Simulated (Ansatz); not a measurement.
Calculated with Ansatz (gas phase, PBE0-D4/def2-TZVP geometries, no zero-point term in ΔE). CCSD(T)/CBS is the MP2 limit (def2-TZVPP, def2-QZVPP) plus CCSD(T) − MP2 in def2-TZVPP, frozen cores. This one scheme is used for every species. DFT in def2-TZVPP. B3LYP here is the variant with VWN-RPA as its local correlation; programs differ in this. For Ge outer-core shells are correlated without core-valence functions, which leaves a few kJ/mol of doubt a bond. Scalar relativity is left out up to krypton.

Reaction (formal exchange of groups at the Si–Ge bond): `[GeH3][SiH]1BO1` + SiH₄ → `[SiH3][SiH]1BO1` + GeH₄

`[GeH3][SiH]1BO1`:

Z-matrix (Å, degrees):
```
Ge
Si 1 2.373
H 1 1.538 2 111.3
H 1 1.536 2 109.6 3 120.9
H 1 1.538 2 109.3 3 -119.8
B 2 1.906 1 125.4 3 -116.3
O 2 1.767 1 112.1 3 -69.8
H 2 1.487 1 112.7 3 54.5
H 6 1.190 2 165.0 1 -96.0
```

SiH₄:

Z-matrix (Å, degrees):
```
Si
H 1 1.485
H 1 1.485 2 109.5
H 1 1.485 2 109.5 3 -120.0
H 1 1.485 2 109.5 3 120.0
```

`[SiH3][SiH]1BO1`:

```xyz
9

Si    1.385   -0.663    0.600
Si   -0.554    0.595    0.290
B    -1.907    0.231   -1.005
O    -0.856    0.943   -1.419
H     1.430   -1.119    2.015
H     1.349   -1.846   -0.298
H     2.607    0.137    0.316
H    -0.566    1.861    1.071
H    -2.886   -0.139   -1.570
```

GeH₄:

```xyz
5

Ge    0.000    0.000    0.000
H     1.474   -0.409    0.119
H    -0.721   -0.297    1.321
H    -0.661   -0.795   -1.133
H    -0.092    1.501   -0.306
```

```tsv
level	ΔE (eV)
revPBE-D4	0.11
B97M-V	0.06
B3LYP-D4	0.16
r2SCANh-D4	0.14
BHLYP-D4	0.17
BLYP	0.15
CCSD(T)/def2-SVP	0.14
CCSD/def2-TZVPP	0.17
```

Question: What does CCSD(T)/CBS give? (Estimate.)

Answer: Ansatz gave: +0.17 eV. The listed levels differ from it by -0.06, -0.11, -0.01, -0.03, 0.00, -0.02, -0.03, 0.00 eV.

Question: What do rigid-rotor, harmonic-oscillator terms from PBE0-D4/def2-TZVP frequencies (298.15 K, 1 bar) make of the CCSD(T)/CBS value? (Estimate.)

Answer: The calculation gave: ΔZPE = 0.00 eV, ΔH = +0.16 eV, ΔS = 0 J/(mol·K), ΔG = +0.16 eV.

Largest T1 diagnostic among the species: 0.017.

Leaving LDA and LC-ωPBE aside and taking each functional with its dispersion term where it has one, the values, not all of them listed here, spread over 0.11 eV, from B97M-V to ωB97M-V. At CCSD(T), def2-SVP lies −0.03 eV from the extrapolated value and def2-TZVPP −0.00 eV.
